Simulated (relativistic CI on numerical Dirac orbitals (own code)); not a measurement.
## Electric-dipole lines of W LXVI

Computed by Dirac-Coulomb-Breit CI, KLI orbitals optimised for each configuration, QED by a radiative potential, unscaled Slater integrals (own radial code, finite nucleus).

Configurations in the expansion (outside the closed core 1s2): 2s²2p⁵, 2s2p⁶, 2p⁶3s, 2s²2p⁴3s, 2p⁶3p, 2p⁶3d, 2s²2p⁴3p, 2s²2p⁴3d, 2s2p⁵3s, 2s2p⁵3p, 2s2p⁵3d, 2s²2p⁴4s, 2s²2p⁴4p, 2s²2p⁴4d, 2s²2p⁴4f, 2s²2p³3s², 2s2p⁵4s, 2s²2p³3s3p, 2s2p⁵4p, 2s²2p⁴5s, 2s²2p⁴5p, 2s²2p³3s3d, 2s2p⁵4d, 2s²2p³3p², 2s²2p⁴5d, 2s²2p⁴5f, 2s2p⁵4f, 2s²2p⁴5g, 2s²2p³3p3d, 2s2p⁴3s², 2s²2p³3d², 2s2p⁴3s3p, 2s2p⁴3s3d, 2s2p⁴3p², 2s2p⁵5s, 2s2p⁴3p3d. Levels of other configurations are missing.

```tsv
λ vac (nm)	Lower	Upper	A (s⁻¹)	E lower (eV)	E upper (eV)
0.11707	2s²2p⁵ ²P°1/2 [2]	2s²2p⁴3d ²D3/2 [101]	1.25e+15	1390.1	11980.6
0.11733	2s²2p⁵ ²P°3/2 [1]	2s²2p⁴3d ²P3/2 [55]	1.54e+15	0.0	10567.2
0.11739	2s²2p⁵ ²P°3/2 [1]	2s²2p⁴3d ²F5/2 [54]	1.30e+15	0.0	10561.9
0.11770	2s2p⁶ ²S1/2 [3]	2s2p⁵3d ²P°3/2 [139]	1.59e+15	1870.1	12403.6
0.11919	2s²2p⁵ ²P°3/2 [1]	2s2p⁵3p ²D5/2 [43]	5.63e+14	0.0	10401.8
0.13343	2s²2p⁵ ²P°3/2 [1]	2s²2p⁴3d ²D5/2 [25]	1.09e+15	0.0	9292.0
0.13352	2s²2p⁵ ²P°1/2 [2]	2s²2p⁴3d ²P1/2 [63]	3.02e+15	1390.1	10676.2
0.13360	2s²2p⁵ ²P°1/2 [2]	2s²2p⁴3d ²D3/2 [62]	2.82e+15	1390.1	10670.0
0.13376	2s2p⁶ ²S1/2 [3]	2s2p⁵3d ²P°3/2 [85]	2.16e+15	1870.1	11139.1
0.13394	2s²2p⁵ ²P°3/2 [1]	2s²2p⁴3d ²P3/2 [24]	1.99e+15	0.0	9256.7
0.13396	2s²2p⁵ ²P°3/2 [1]	2s²2p⁴3d ²D5/2 [23]	1.61e+15	0.0	9255.4
0.13460	2s2p⁶ ²S1/2 [3]	2s2p⁵3d ²P°1/2 [82]	2.83e+15	1870.1	11081.6
0.35111	2s²2p⁴3p ²D°5/2 [8]	2s²2p⁴4d ²F7/2 [109]	1.05e+14	8589.8	12121.1
0.38969	2s²2p⁴3p ⁴D°7/2 [11]	2s²2p⁴4d ⁴F9/2 [113]	1.33e+14	8977.9	12159.5
0.38971	2s²2p⁴3p ²D°5/2 [10]	2s²2p⁴4d ²F7/2 [112]	1.04e+14	8977.9	12159.3
0.40382	2s²2p⁴3d ²G7/2 [52]	2s²2p⁴4f ²H°9/2 [225]	2.07e+14	10539.3	13609.5
0.40415	2s²2p⁴3d ⁴D3/2 [15]	2s²2p⁴4f ²F°5/2 [120]	1.46e+14	9125.2	12193.0
0.40422	2s²2p⁴3d ²D3/2 [19]	2s²2p⁴4f ²F°5/2 [133]	2.45e+14	9188.9	12256.1
0.40450	2s²2p⁴3d ⁴D5/2 [16]	2s²2p⁴4f ²G°7/2 [119]	1.91e+14	9127.5	12192.7
0.40467	2s²2p⁴3d ²F7/2 [17]	2s²2p⁴4f ²G°9/2 [118]	2.55e+14	9128.2	12192.1
0.41361	2s2p⁵3d ⁴F°9/2 [75]	2s2p⁵4f ⁴G11/2 [271]	2.68e+14	11019.7	14017.3
0.41380	2s²2p⁴3d ²G9/2 [59]	2s²2p⁴4f ²H°11/2 [235]	2.68e+14	10631.4	13627.6
0.41406	2s²2p⁴3d ²F7/2 [20]	2s²2p⁴4f ²G°9/2 [126]	2.35e+14	9216.0	12210.4
0.41419	2s²2p⁴3d ⁴F9/2 [21]	2s²2p⁴4f ⁴G°11/2 [125]	2.68e+14	9216.7	12210.1
0.41571	2s²2p⁴3d ²D5/2 [25]	2s²2p⁴4f ²F°7/2 [135]	2.60e+14	9292.0	12274.5
0.41934	2s²2p⁴3d ²D5/2 [23]	2s²2p⁴4f ²F°7/2 [127]	1.96e+14	9255.4	12212.1
0.41942	2s²2p⁴3d ²P3/2 [24]	2s²2p⁴4f ²D°5/2 [129]	1.75e+14	9256.7	12212.8
0.91319	2s²2p⁴4f ²G°9/2 [118]	2s²2p⁴5g ²H11/2 [200]	7.90e+13	12192.1	13549.8
0.92163	2s²2p⁴4f ⁴G°11/2 [125]	2s²2p⁴5g ⁴H13/2 [205]	8.09e+13	12210.1	13555.4
2.3538	2s²2p⁴3s ⁴P5/2 [4]	2s²2p⁴3p ⁴D°7/2 [11]	1.61e+12	8451.1	8977.9
```

Terms are leading LS components. Brackets give the number of a level in order of energy, since labels repeat. The list gives strong lines, with weight on those to low levels, without lines whose two gauges differ by over a factor of 2.5, among the lowest 384 of 1520 levels, so that lines to higher ones, which can be the strongest, are missing. Levels whose partners in the same complex of configurations lie outside the list can be far off, and so can their lines. Rates are taken at the computed energies, electric ones in the length gauge.

At this charge energies of transitions that change n are usually good to better than 1 %, and those within a shell (Δn = 0) to a few per cent.

LS names give the leading component of a level, which can be under half, so a name can repeat, a term be missing and a line seem to break the LS rules.
